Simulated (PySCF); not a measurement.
# Ar(2+): excitation energy

Ar(2+) [Ne] 3s2 3p4 (3P) → Ar(2+) [Ne] 3s2 3p3 3d1 (5D), as a difference of total energies. Computed with PySCF 2.14 in x2c-TZVPPall with one added diffuse shell each of s, p, d type (6s6p4d1f, 51 functions), with scalar relativity by spin-free X2C-1e. Correlated levels: valence and next inner shell: 1s2 frozen. The calculations carry no spin-orbit coupling.

| method | excitation energy (eV) |
| --- | --- |
| UHF | 17.245 |
| MP2 (valence and next inner shell) | 17.951 |
| SCS-MP2 (valence and next inner shell) | 18.096 |
| CCSD (valence and next inner shell) | 18.033 |
| CCSD(T) (valence and next inner shell) | 18.070 |

Question: How much does correlation contribute at CCSD(T) (valence and next inner shell)?

Answer: 18.070 − (17.245) = 0.825 eV, measured against UHF.

A first-order spin-orbit estimate (lowest level to lowest level, LS coupling) adds 0.060 eV.

The promoted electron is Rydberg-like, and one or two diffuse shells describe it only roughly, which tends to raise the upper state.
